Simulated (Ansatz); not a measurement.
Reactions of CH$_{7}$FGeO$_{2}$Si (`CO[SiH](F)[O][GeH3]`).

Gas-phase electronic energies from Ansatz, PBE0-D4/def2-TZVP geometries. CCSD(T)/CBS adds triple-zeta CCSD(T) − MP2 to the extrapolated MP2 energy (def2 sets, frozen cores). This one scheme is used for every species. Functionals use def2-TZVPP. def2 core potentials past Kr. For Ge, Se, Sn outer-core shells are correlated without core-valence functions, which leaves a few kJ/mol of doubt a bond. Scalar relativity is left out up to krypton. One conformer a species, not always the lowest.

```
                                                                                     reaction  B2PLYP (kcal/mol)  ωB97X-V (kcal/mol)  PBE0-D4 (kcal/mol)  CCSD/CBS(def2) (kcal/mol)
                          `CO[SiH](F)[O][GeH3]` + `NB(O)F` → `NB(F)[O][GeH3]` + `CO[SiH](O)F`                0.6                 0.8                 1.0                        1.1
                    `CO[SiH](F)[O][GeH3]` + `NC#C[SeH]` → `CO[SiH](F)[SeH]` + `NC#C[O][GeH3]`               34.1                32.2                30.0                       34.0
                              `CO[SiH](F)[O][GeH3]` + `BC=C` → `C=C[SiH](F)OC` + `B[O][GeH3]`                2.9                 2.4                 1.9                        3.8
                      `CO[SiH](F)[O][GeH3]` + `S[SiH2]S` → `CS[SiH2]S` + `O[SiH](F)[O][GeH3]`              -11.2               -10.8               -12.3                      -11.7
`CO[SiH](F)[O][GeH3]` + `[CH3][SnH]([OH])[F]` → `F[SiH](F)[O][GeH3]` + `C[O][SnH]([CH3])[OH]`                0.8                 1.9                 1.5                        0.4
              `CO[SiH](F)[O][GeH3]` + `CCN[SiH2]Cl` → `CC[N]([GeH3])[SiH2]Cl` + `CO[SiH](O)F`                9.2                 8.6                 7.4                        7.7
            `CO[SiH](F)[O][GeH3]` + `C=C[SiH](N)Cl` → `F[SiH2][O][GeH3]` + `C=C[Si](N)(Cl)OC`                3.6                 3.3                 3.5                        3.6
        `CO[SiH](F)[O][GeH3]` + `[AlH2][NH][SiH3]` → `[AlH2][NH][SiH2][GeH3]` + `CO[SiH](O)F`                7.3                 7.0                 2.9                        6.4
           `CO[SiH](F)[O][GeH3]` + `[CH3][SnH2][F]` → `CO[SiH2][O][GeH3]` + `F[CH2][SnH2][F]`               69.5                67.6                67.5                       71.3
                                    `CO[SiH](F)[O][GeH3]` + H–F → `[F][GeH3]` + `CO[SiH](O)F`               -4.6                -4.3                -3.5                       -2.2
```

Question: Give the CCSD(T)/CBS values in the same order. (Estimate.)

Answer: Computed: 1.0, 33.6, 3.1, -12.3, 0.2, 6.8, 3.4, 5.9, 70.9, -1.9 kcal/mol.

Largest T1 diagnostic: 0.013, for `B[O][GeH3]`.
